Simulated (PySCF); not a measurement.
## Correlation energy of Tm⁵⁶⁺ (thulium, charge +56)

[Ne] 3s2 3p1, 2P determinant. Calculation: PySCF 2.14, in an uncontracted even-tempered set (17 s from 14 bohr⁻², ratio 2.5; 12 p from 18 bohr⁻², ratio 2.5; 4 d from 69 bohr⁻², ratio 2.7; 4 f from 100 bohr⁻², ratio 2.7); scalar relativity by spin-free X2C-1e. Frozen: 1s2; 11 electrons correlated; the 20 highest virtual orbitals of each spin left out.

| level | correlation energy (mhartree) |
| --- | --- |
| CCSD | -518.40 |
| (T) | -0.53 |
| CCSD(T) | -518.93 |

Diagnostics: T1 = 0.00036, D1 = 0.0016, largest double amplitude 0.037.

Question: Is a single reference adequate?

Answer: Yes, within this model without spin-orbit coupling: T1 lies below 0.03 and no double amplitude reaches 0.07.

At this charge the one-electron X2C treatment keeps the bare 1/r₁₂, with no two-electron picture change or Breit term. The effect here is smaller than on the frozen 1s shell; and a scalar Hamiltonian misses the large spin-orbit splitting of the p shells, which matters for ns² → np² pairs.
